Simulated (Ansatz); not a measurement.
Geometry optimisation, DFT PBE-D3(BJ), scalar-relativistic, plane waves, PAW (Ansatz 0.2.0).

Input:

```yaml
crystal:
  lattice:
    - [6.32, 0.0, 0.0]
    - [0.0, 6.32, 0.0]
    - [0.0, 0.0, 6.32]
  atoms:
    - { symbol: W, position: [0.0, 0.0, 0.0] }
    - { symbol: W, position: [0.5, 0.0, 0.0] }
    - { symbol: W, position: [0.0, 0.5, 0.0] }
    - { symbol: W, position: [0.0, 0.0, 0.5] }
    - { symbol: W, position: [0.25, 0.25, 0.25] }
    - { symbol: W, position: [0.5, 0.5, 0.0] }
    - { symbol: W, position: [0.5, 0.0, 0.5] }
    - { symbol: W, position: [0.75, 0.25, 0.25] }
    - { symbol: W, position: [0.0, 0.5, 0.5] }
    - { symbol: W, position: [0.25, 0.75, 0.25] }
    - { symbol: W, position: [0.25, 0.25, 0.75] }
    - { symbol: W, position: [0.5, 0.5, 0.5] }
    - { symbol: W, position: [0.75, 0.75, 0.25] }
    - { symbol: W, position: [0.75, 0.25, 0.75] }
    - { symbol: W, position: [0.25, 0.75, 0.75] }
    - { symbol: W, position: [0.75, 0.75, 0.75] }
    - { symbol: F, position: [0.7420958, 0.0033972, 0.6236532] }
basis:
  ecutwfc: 420.0
kpoints:
  mp_grid: { grid: [3, 3, 3] }
hamiltonian:
  xc: pbe
  dispersion: d3bj
scf:
  occupations: { method: fermi_dirac, width: 0.05 }
  lower_state_search: "off"
relax:
  f_tol: 0.03
  max_steps: 60
  adjacent_minimum: "off"
```

Command:

```bash
$ ansatz run input.yaml --threads 4 --pin off --max-ram 10240MiB --backend cpu --events-out ev --progress --plain --runs-dir out
```

Task: Where does it end, and by what steps?

Result: It converged. The force dipped under the threshold on the way, but the program's further checks kept it going. Limits of this set-up: coarse k mesh, odd electron count without spin. After 5 steps the energy has fallen by 4.574 eV; W7 moved furthest, 0.23 Å. The start is strongly strained (largest force component 13 eV/Å).

| step | energy less start (eV) | largest force component (eV/Å) | accepted |
| --- | --- | --- | --- |
| 0 | 0.0000 | 13.099 | yes |
| 1 | -4.2121 | 1.208 | yes |
| 2 | -4.3964 | 0.722 | yes |
| 3 | -4.5474 | 0.315 | yes |
| 4 | -4.5744 | 0.023 | yes |
| 5 | -4.5744 | 0.023 | yes |

```xyz
17
Lattice="6.3200 0.0000 0.0000 0.0000 6.3200 0.0000 0.0000 0.0000 6.3200" Properties=species:S:1:pos:R:3
W 0.004 0.001 0.013
W 3.151 0.001 0.013
W 0.028 3.161 0.029
W 0.180 0.001 3.029
W 1.577 1.612 1.550
W 3.126 3.161 0.029
W 2.973 0.001 3.028
W 4.737 1.588 1.566
W 0.003 3.161 3.151
W 1.577 4.710 1.550
W 1.577 1.588 4.749
W 3.151 3.161 3.150
W 4.737 4.735 1.566
W 4.737 1.765 4.871
W 1.577 4.735 4.748
W 4.737 4.558 4.871
F 4.736 0.002 3.949
```

Whether the end is a true minimum wasn't checked by a vibrational analysis.

Time of the run: 82 s on 4 threads of Arm Neoverse V1, with other jobs on the host, peak memory 1.1 GiB.
